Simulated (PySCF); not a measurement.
Species: C₂H₁₁GeNSi₂.
Numbering: `[CH3:1]/[N:2]=[CH:3]\[SiH2:4][SiH2:5][GeH3:6]` (hydrogens: H7, H8, H9 on C1; H10 on C3; H11, H12 on Si4; H13, H14 on Si5; H15, H16, H17 on Ge6)

Structure used (PBE0-D3(BJ)/def2-SVP), in Å, numbered top down from 1:
```xyz
17
C2H11GeNSi2 angstrom
C      1.585    0.586    1.575
N      1.663    1.260    0.313
C      1.134    0.757   -0.725
Si     0.170   -0.886   -0.948
Si    -2.075   -0.568   -0.341
Ge    -2.263    0.182    1.915
H      2.603    0.428    1.967
H      1.076    1.243    2.298
H      1.060   -0.390    1.558
H      1.227    1.357   -1.649
H      0.256   -1.226   -2.401
H      0.747   -2.021   -0.163
H     -2.838   -1.845   -0.512
H     -2.682    0.462   -1.242
H     -1.556    1.541    2.075
H     -3.741    0.345    2.315
H     -1.601   -0.829    2.871
```

All values: B3LYP/def2-SVPD (PySCF, non-relativistic), on one gas-phase PBE0-D3(BJ)/def2-SVP geometry that isn't relaxed in the solvent. The solvent is an IEF-PCM continuum (Bondi radii, 1.10 Å for H, scaled by 1.2), and excitations are vertical TDDFT with non-equilibrium linear response and a frozen core. Specific hydrogen bonds and non-electrostatic terms are outside this model. Spin–orbit coupling is left out although an atom past zinc is present.

Gas-phase singlets (H = HOMO, L = LUMO):

```csv
state,E (eV),λ (nm),f,leading configurations
S1,3.984,311,0.003,H→L 98%
S2,5.429,228,0.004,"H→L+1 89%, H-1→L 8%"
S3,5.708,217,0.066,H-1→L 81%
S4,5.850,212,0.007,H→L+2 85%
S5,5.978,207,0.004,H→L+3 88%
```

Task: Give the list for chloroform (ε = 4.711), n² = 2.09.

Result: 
```json
{"state": "S1", "E (eV)": "4.065", "λ (nm)": "305", "f": "0.005", "leading configurations": "H→L 97%", "change by rank (eV)": "+0.081"}
{"state": "S2", "E (eV)": "5.538", "λ (nm)": "224", "f": "0.034", "leading configurations": "H→L+1 49%, H-1→L 48%", "change by rank (eV)": "+0.109"}
{"state": "S3", "E (eV)": "5.685", "λ (nm)": "218", "f": "0.084", "leading configurations": "H-1→L 48%, H→L+1 47%", "change by rank (eV)": "-0.023"}
{"state": "S4", "E (eV)": "6.009", "λ (nm)": "206", "f": "0.003", "leading configurations": "H→L+2 82%, H→L+3 8%", "change by rank (eV)": "+0.159"}
{"state": "S5", "E (eV)": "6.139", "λ (nm)": "202", "f": "0.003", "leading configurations": "H→L+3 83%, H→L+2 11%", "change by rank (eV)": "+0.161"}
```

Task: The ground-state energy changes by -0.098 eV from gas to chloroform. By how much does the total energy of gas-phase S1 change?

Result: E(S1) = E(S0) + excitation energy, so it changes by -0.098 + 0.081 = -0.017 eV: it is lowered less than the ground state, which is what a blue shift means. This is the vertical state, with the slow part of the continuum still set for S0.

Task: How do the frontier levels move from gas to chloroform?

Result: 
```
orbital  gas (eV)  solvent (eV)  change (eV)                      Löwdin shares, gas                  Löwdin shares, solvent
 LUMO+2     -0.11          0.05        +0.16   Si5 24 %, Si4 18 %, Ge6 18 %, H12 9 %   Si5 23 %, Ge6 18 %, Si4 17 %, H12 8 %
 LUMO+1     -0.53         -0.38        +0.15  Ge6 22 %, Si5 17 %, Si4 17 %, H16 12 %  Ge6 23 %, Si5 17 %, Si4 17 %, H16 12 %
   LUMO     -1.35         -1.27        +0.08     N2 30 %, C3 29 %, Si4 14 %, Si5 8 %     N2 30 %, C3 30 %, Si4 14 %, Si5 7 %
   HOMO     -6.71         -6.72        -0.01      N2 50 %, C3 15 %, Si4 10 %, C1 9 %      N2 49 %, C3 15 %, Si4 11 %, C1 9 %
 HOMO-1     -7.76         -7.62        +0.14    Si5 26 %, Si4 18 %, Ge6 18 %, N2 8 %    Si5 27 %, Ge6 20 %, Si4 18 %, N2 7 %
 HOMO-2     -8.31         -8.18        +0.13    Si5 22 %, Ge6 18 %, N2 13 %, C3 10 %     Si5 23 %, Ge6 17 %, N2 12 %, C3 9 %
 HOMO-3     -9.03         -8.91        +0.12    C3 18 %, N2 16 %, Si5 13 %, Si4 10 %     C3 18 %, N2 17 %, Si5 12 %, Si4 9 %
```

The HOMO–LUMO gap goes from 5.36 to 5.45 eV.
